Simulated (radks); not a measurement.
All-electron atom: Al0.2+ in [Ne] 3s2 3p(up 0.8, down 0) (fractional occupations, a model configuration). Calculated with a radial shooting solver on a logarithmic mesh with Libxc functionals: non-relativistic Kohn-Sham, r2SCAN, spin-polarised, spherical densities, point nucleus; meta-GGA in the generalised Kohn-Sham scheme.

Normalised radial functions P(r) = r R(r), r in bohr:

```
   r/bohr * 2p up, o 3p down (the largest magnitude, 1.24, reaches the edge; | marks zero, & curves that meet)
 0.004402                             &
 0.006411                             &
 0.009412                             &
  0.01371                             &
  0.02013                             o*
  0.02931                             o*
  0.04269                             o *
  0.06268                             |o  *
  0.09129                             |o     *
    0.134                             | o         *
   0.1952                             |   o             *
   0.2866                             |    o                  *
   0.4174                             |    o                     *
   0.6079                             |  o                    *
   0.8925                            o|                *
      1.3                      o      |       *
    1.908                  o          | *
     2.78                o            *
    4.081                    o        *
    5.943                         o   *
    8.656                            o*
```

2p up: eigenvalue -72.961 eV, 0 radial nodes, <r> = 0.602 bohr, 90 % of the charge inside 1.02 bohr. 3p down (empty): eigenvalue -3.257 eV, 1 radial node at r = 0.816 bohr, <r> = 3.15 bohr, 90 % of the charge inside 4.86 bohr.
